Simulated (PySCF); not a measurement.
# Excitation energy of Br by level of theory

Br [Ar] 3d10 4s2 4p5 (2P) → Br [Ar] 3d10 4s2 4p4 4d1 (high-spin determinant), as a difference of total energies. Computed with PySCF 2.14 in aug-cc-pVQZ-PP with ECP10MDF (7s6p5d3f2g, 89 functions), with scalar relativity through the core potential. Correlated levels: valence: 3s2 3p6 3d10 frozen. The calculations carry no spin-orbit coupling.

```json
{"method": "UHF", "excitation energy (cm⁻¹)": "77673"}
{"method": "MP2 (valence)", "excitation energy (cm⁻¹)": "83197"}
{"method": "SCS-MP2 (valence)", "excitation energy (cm⁻¹)": "84243"}
{"method": "CCSD (valence)", "excitation energy (cm⁻¹)": "82983"}
{"method": "CCSD(T) (valence)", "excitation energy (cm⁻¹)": "83059"}
```

The promoted electron is Rydberg-like, and one or two diffuse shells describe it only roughly, which tends to raise the upper state.

The determinant of the upper state mixes LS terms, which raises its energy above the lowest term, most at the Hartree-Fock and MP2 levels.
